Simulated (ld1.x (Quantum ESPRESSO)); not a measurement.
**beryllium (Be): variants of one PAW potential**

Base potential:

- Element: Be (Z = 4)
- Generator: ld1.x (Quantum ESPRESSO) 7.5
- Type: PAW
- Functional: revPBE
- Relativity: scalar-relativistic
- Frozen core: none
- Valence charge: 4
- Reference configuration: 1s2 2s0 2p0 (charge +2)
- Partial waves: 1s (bound): rcut 0.65, rcutus 0.70 bohr; 2s (bound, empty): rcut 0.65, rcutus 0.70 bohr; 2p (bound, empty): rcut 2.30, rcutus 2.80 bohr; 2p channel at -0.8 Ry: rcut 2.30, rcutus 2.80 bohr
- Local potential: all-electron potential smoothed inside 2.45 bohr (lloc = -1)
- Core correction: none
- Augmentation charge: BESSEL, radius 0.65 bohr

All-electron outer shells of the reference configuration (revPBE, scalar-relativistic, ld1.x):

```json
{"shell": "1s", "level (eV)": "-132.45", "outermost node (bohr)": "–", "outermost maximum (bohr)": "0.27"}
{"shell": "2s", "level (eV)": "-21.23", "outermost node (bohr)": "0.58", "outermost maximum (bohr)": "1.67"}
{"shell": "2p", "level (eV)": "-17.60", "outermost node (bohr)": "–", "outermost maximum (bohr)": "1.49"}
```

Cutoffs, loose and tight: the cutoffs (Ry, on a coarse ladder) from which the occupation-weighted sum of valence levels, in a spherical-Bessel basis at the reference potential, stays within 10 and 1 mRy of its value at 400 Ry. They do not see the model core or the augmentation charge, which bear on the density cutoff. Test errors are all-electron minus pseudo excitation energies from the reference, over the configurations 1s2 2s2 2p0; 1s2 2s1 2p0; 1s2 2s1.5 2p0; 1s2 2s1 2p1; 1s2 2s0 2p1; 1s2 2s0 2p2; 1s1 2s2 2p0. A dash means not determined; rows that change the core or the reference have their own tests. The largest error is taken over the tests solved by every variant that gives reliable tests at all: 1s2 2s0 2p1; 1s2 2s1 2p0; 1s2 2s1.5 2p0; 1s2 2s2 2p0.

```csv
change,outcome,"cutoff, loose","cutoff, tight",bound ghosts,largest test error (meV)
base,generated,100 Ry,180 Ry,none,-17
"wave 2p channel at -0.8 Ry: rcut 2.30, rcutus 2.80 bohr becomes 2p channel at -1.13 Ry: rcut 2.30, rcutus 2.80 bohr",generated,100 Ry,180 Ry,none,-17
"wave 2p channel at -0.8 Ry: rcut 2.30, rcutus 2.80 bohr becomes 2p channel at -1 Ry: rcut 2.30, rcutus 2.80 bohr",generated,100 Ry,180 Ry,none,-17
"wave 2p channel at -0.8 Ry: rcut 2.30, rcutus 2.80 bohr becomes 2p channel at -0.72 Ry: rcut 2.30, rcutus 2.80 bohr",generated,100 Ry,180 Ry,none,-17
"wave 2p channel at -0.8 Ry: rcut 2.30, rcutus 2.80 bohr becomes 2p channel at -0.3 Ry: rcut 2.30, rcutus 2.80 bohr",generated,100 Ry,180 Ry,none,-17
"wave 2p channel at -0.8 Ry: rcut 2.30, rcutus 2.80 bohr becomes 2p channel at 0.24 Ry: rcut 2.30, rcutus 2.80 bohr",generated,100 Ry,180 Ry,none,-17
```

(1) What comes out with this change to the base: wave 2p channel at -0.8 Ry: rcut 2.30, rcutus 2.80 bohr becomes 2p channel at 5.35 Ry: rcut 2.30, rcutus 2.80 bohr?

(2) What comes out with this change to the base: wave 2p channel at -0.8 Ry: rcut 2.30, rcutus 2.80 bohr becomes 2p channel at 2.25 Ry: rcut 2.30, rcutus 2.80 bohr?

## Answers

(1) outcome: generated; cutoff, loose: 100 Ry; cutoff, tight: 180 Ry; bound ghosts: none; largest test error (meV): -224.

(2) outcome: generated; cutoff, loose: 100 Ry; cutoff, tight: 180 Ry; bound ghosts: none; largest test error (meV): +36.
